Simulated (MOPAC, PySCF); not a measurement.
C₂H₈B₂, SMILES `BC(B)C`, neutral singlet in the gas phase. 

Cartesian coordinates (Å):
```xyz
12

B      1.2443    -0.8981    -0.0386
C     -0.0357    -0.0604    -0.3050
B     -1.2428    -0.8673     0.2450
C      0.0217     1.4324     0.0361
H      1.3400    -2.0066    -0.4655
H      2.1457    -0.4413     0.5981
H     -0.1617    -0.2484    -1.3929
H     -1.9654    -0.3911     1.0681
H     -1.4592    -1.9720    -0.1463
H      0.1462     1.5697     1.1116
H     -0.8928     1.9525    -0.2553
H      0.8596     1.9307    -0.4553
```
Charge 0, multiplicity 1.

All levels are single points at this geometry (B3LYP-D3(BJ)/def2-TZVP); Pople sets use spherical d functions. Orbital energies aren't observables, and empty levels follow the basis.

```json
[
 {"level": "PBE-D3(BJ)/def2-TZVP in PySCF", "HOMO (eV)": "-7.36", "LUMO (eV)": "-2.83", "gap (eV)": "4.53", "dipole (D)": "0.86", "vertical IE, Delta-SCF (eV)": "10.48"},
 {"level": "ωB97X-D3(BJ)/def2-TZVP in PySCF", "HOMO (eV)": "-11.14", "LUMO (eV)": "0.31", "gap (eV)": "11.45", "dipole (D)": "0.76", "vertical IE, Delta-SCF (eV)": "11.04"},
 {"level": "PBE/6-31G* in PySCF", "HOMO (eV)": "-7.12", "LUMO (eV)": "-2.49", "gap (eV)": "4.63", "dipole (D)": "0.91", "vertical IE, Delta-SCF (eV)": "10.35"},
 {"level": "SVWN5/6-31G* in PySCF", "HOMO (eV)": "-7.19", "LUMO (eV)": "-2.75", "gap (eV)": "4.44", "dipole (D)": "0.95", "vertical IE, Delta-SCF (eV)": "–"},
 {"level": "HF/6-31G* in PySCF", "HOMO (eV)": "-11.77", "LUMO (eV)": "2.32", "gap (eV)": "14.10", "dipole (D)": "0.60", "vertical IE, Delta-SCF (eV)": "10.24"},
 {"level": "PM3 in MOPAC", "HOMO (eV)": "-11.91", "LUMO (eV)": "-0.10", "gap (eV)": "11.81", "dipole (D)": "1.05", "vertical IE, Delta-SCF (eV)": "–"}
]
```
